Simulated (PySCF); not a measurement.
**Working out the ionisation energy of As⁺**

As⁺ [Ar] 3d10 4s2 4p2 (3P) → As²⁺ [Ar] 3d10 4s2 4p1 (2P). All numbers are calculated (PySCF 2.14, the spin-free X2C one-electron Hamiltonian (Gaussian nucleus), in jorge-DZP-DKH (8s6p2d1f, 43 functions)). Frozen: [Ar] 3d10. Energies in hartree (1 hartree = 27.21139 eV):

```csv
part,As⁺ (lower),As²⁺ (upper)
UHF,-2258.547142,-2257.887609
CCSD correlation,-0.033786,-0.037025
(T),-0.000209,-0.000144
```

**Question.** What does Hartree-Fock give?

**Answer.** (-2257.887609) − (-2258.547142) = 0.659533 hartree = 17.947 eV.

**Question.** What do CCSD and CCSD(T) give?

**Answer.** The CCSD correlation energies differ by -0.003239 hartree = -0.088 eV and the triples by 0.000065 hartree = 0.002 eV, so CCSD gives 17.859 eV and CCSD(T) 17.861 eV.

Reference: 18.589 eV (measured; NIST Atomic Spectra Database, ionization energies), between the lowest levels; spin-orbit coupling is absent from the calculation.

A double-zeta basis recovers only part of the correlation energy.

What remains against the reference includes basis incompleteness, the frozen core and higher excitations.
